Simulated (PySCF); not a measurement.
**C3H8O2Si: core ionisation energies**

C₃H₈O₂Si.
SMILES with atom numbers: `[CH3:1][O:2][CH2:3][SiH2:4][CH:5]=[O:6]`

Structure used (GFN2-xTB), in Å, numbered top down from 1:
```xyz
14
C3H8O2Si angstrom
C     -2.527    0.190    0.546
O     -1.230   -0.302    0.766
C     -0.282    0.193   -0.161
Si     1.385   -0.589    0.314
C      2.708    0.059   -0.928
O      2.475    0.824   -1.830
H     -3.165   -0.253    1.309
H     -2.893   -0.092   -0.449
H     -2.556    1.284    0.633
H     -0.247    1.292   -0.117
H     -0.582   -0.069   -1.187
H      1.353   -2.047    0.191
H      1.811   -0.184    1.654
H      3.749   -0.305   -0.788
```

Computed with delta-SCF UKS SCAN, pcX-2 on the ionised atom, pcseg-1 elsewhere, spin-free X2C in PySCF. These are vertical core ionisation energies against the vacuum level, from separate self-consistent calculations with and without the core hole.

What binding energy does each computed site have?

```
atom(s)                 environment     level  binding energy (eV)  2p1/2 (eV)  above the level's lowest (eV)  count
    Si4                SiH2 silicon  Si 2p3/2               106.81      107.43                           0.00      1
     C3  sp3 carbon bound to oxygen      C 1s               291.65           –                           0.00      1
     C1              methoxy carbon      C 1s               292.15           –                          +0.50      1
     O2                ether oxygen      O 1s               538.43           –                           0.00      1
    Si4                SiH2 silicon     Si 1s              1846.48           –                           0.00      1
```

The listed C 1s values span 0.50 eV, from C3 (bonded to O, 2 H and Si) to C1 (bonded to O and 3 H).

Which photon energy gives electrons from Si 1s of Si4 a kinetic energy of 200 eV, and what is their de Broglie wavelength?

hν = 1846.48 + 200 = 2046.48 eV, recoil neglected; λ = 12.264 Å/√(E/eV) = 0.87 Å.

Express the binding energy of Si 1s of Si4 in atomic units and per mole.

1846.48 eV = 67.8569 Eh = 178158 kJ/mol.

The list is incomplete; no value stands for C 1s of C5 or O 1s of O6 (hole states with ⟨S²⟩ of 1 or more are left out). 2p3/2 and 2p1/2 are the ΔSCF energy of one spin-free 2p hole plus the eigenvalues of a spin–orbit and ligand-field matrix of the shell. 2p1/2 minus 2p3/2 (ligand field included): Si 0.62 eV. Geometry: GFN2-xTB, one conformer, isolated molecule.
